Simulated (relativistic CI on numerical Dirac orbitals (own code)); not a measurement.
**Tc15+: q coefficients and field-shift factors**

Method of calculation: Dirac-Coulomb-Breit CI, orbitals from a KLI potential per configuration, derivatives by finite differences, unscaled Slater integrals, QED left out (own radial code, finite nucleus).

Configuration list (outside the closed core [Ne] 3s2): 3p6.3d10, 3p6.3d9.4s, 3p6.3d9.4p, 3p6.3d9.4d, 3p6.3d8.4s2, 3p6.3d9.4f, 3p6.3d8.4s.4p, 3p5.3d10.4s. Levels of other configurations are missing.

With x = (α/α₀)² − 1 an excitation energy changes as ω = ω₀ + qx; K = 2q/ω₀ is the relative enhancement. Terms are leading LS components, so labels can repeat. The field-shift factor is F = δν/δ⟨r²⟩ for the transition from the lowest level.

Lowest level 3p6.3d10 1S_0.

| Level | ω₀ (cm⁻¹) | q (cm⁻¹) | K | F (GHz/fm²) |
| --- | --- | --- | --- | --- |
| 3p6.3d9.4s 3D_3 | 1892594 | -93640 | -0.099 | 54 |
| 3p6.3d9.4s 3D_2 | 1898049 | -92450 | -0.0974 | 53.8 |
| 3p6.3d9.4s 3D_1 | 1923228 | -63240 | -0.0658 | 54.2 |
| 3p6.3d9.4s 1D_2 | 1928253 | -63930 | -0.0663 | 54 |
| 3p6.3d9.4p 3P°_2 | 2144426 | -77280 | -0.0721 | 7.81 |
| 3p6.3d9.4p 3F°_3 | 2152847 | -80710 | -0.075 | 7.71 |
| 3p6.3d9.4p 3F°_2 | 2178866 | -50340 | -0.0462 | 7.85 |
| 3p6.3d9.4p 3P°_1 | 2179670 | -41030 | -0.0376 | 7.66 |
| 3p6.3d9.4p 3F°_4 | 2186123 | -39850 | -0.0365 | 7.13 |
| 3p6.3d9.4p 1D°_2 | 2196760 | -43590 | -0.0397 | 7.29 |
| 3p6.3d9.4p 1P°_1 | 2201601 | -44250 | -0.0402 | 7.6 |
| 3p6.3d9.4p 3D°_3 | 2202160 | -39710 | -0.0361 | 7.15 |
| 3p6.3d9.4p 3P°_0 | 2204101 | -9105 | -0.00826 | 7.47 |
| 3p6.3d9.4p 3F°_3 | 2222022 | -10150 | -0.00914 | 7.34 |
| 3p6.3d9.4p 3D°_1 | 2225589 | -14370 | -0.0129 | 7.36 |
| 3p6.3d9.4p 3D°_2 | 2231195 | -10680 | -0.00958 | 7.36 |
| 3p6.3d9.4d 3S_1 | 2587072 | -31060 | -0.024 | 7.9 |
| 3p6.3d9.4d 3G_4 | 2604847 | -35530 | -0.0273 | 7.88 |
| 3p6.3d9.4d 3P_2 | 2607601 | -34370 | -0.0264 | 7.89 |
| 3p6.3d9.4d 3G_5 | 2608079 | -29220 | -0.0224 | 7.92 |
| 3p6.3d9.4d 1P_1 | 2609176 | -31010 | -0.0238 | 7.91 |
| 3p6.3d9.4d 3D_3 | 2613705 | -33830 | -0.0259 | 7.9 |
| 3p6.3d9.4d 1F_3 | 2619221 | -28070 | -0.0214 | 7.93 |

At this charge energies of transitions that change n are usually good to better than 1 %, and those within a shell (Δn = 0) to a few per cent.
